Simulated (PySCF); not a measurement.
Cartesian coordinates in Å; atom numbers follow the order of the lines, from 1:
```xyz
19

C    -3.0800    0.8807    0.6012
C    -2.6163   -0.3446    0.4265
C    -1.7184   -0.7616   -0.6805
Si    0.0670   -1.0761   -0.0596
C     0.6783    0.5312    0.7019
C     1.9226    1.0057    0.7142
Si    3.4561    0.2159   -0.0374
H    -3.7148    1.1404    1.4313
H    -2.8475    1.6760   -0.0889
H    -2.8671   -1.1225    1.1370
H    -1.7053    0.0043   -1.4569
H    -2.0946   -1.6812   -1.1302
H     0.0426   -2.1340    0.9622
H     0.8776   -1.5047   -1.2049
H    -0.0983    1.1225    1.1835
H     2.0932    1.9630    1.2017
H     3.5480    0.5765   -1.4559
H     4.6238    0.7570    0.6670
H     3.4234   -1.2391    0.1107
```

Isolated molecule, non-relativistic Hamiltonian, single conformer, averaged over atoms made equivalent by symmetry, fast rotation or ring inversion. σ from GIAO-PBE0/pcSseg-1; GFN2-xTB geometry; PySCF.

Scale: TMS for 13C (reference shieldings calculated alike).

**Question.** Do the 13C shifts follow the atomic charges (in e)? Tabulate both.

**Answer.** 
```csv
atoms,hybridisation,δ (ppm),σ para (ppm),Hirshfeld,IAO,Mulliken,ESP-fitted
C5,sp2,155.8,-233,-0.13,-0.40,-0.41,-0.32
C6,sp2,150.7,-221,-0.13,-0.40,-0.40,-0.25
C2,sp2,144.0,-215,-0.04,-0.12,-0.26,+0.03
C1,sp2,120.7,-188,-0.11,-0.34,-0.16,-0.57
C3,sp3,23.2,-90,-0.15,-0.53,-0.47,-0.42
```

Correlation coefficients of δ with charge over these carbons: Hirshfeld +0.46, IAO +0.60, Mulliken +0.38, ESP-fitted +0.41; with the paramagnetic shielding -1.00. Among the 4 sp2 carbons alone: Hirshfeld -0.15, IAO -0.16, Mulliken -0.94, ESP-fitted +0.57. With so few points, grouped by hybridisation, these coefficients are fragile. Charge is one influence among several: hybridisation and low-lying excitations act through the paramagnetic term.

Shifts are as computed. Against solution values, carbons near 30 ppm lie about +3 ppm off and those near 130 ppm about +5 ppm. Of 1211 compounds with measured shifts, 218 miss one by over three times the rms of a fit or turn the order of signals round; such compounds aren't used in these exercises.
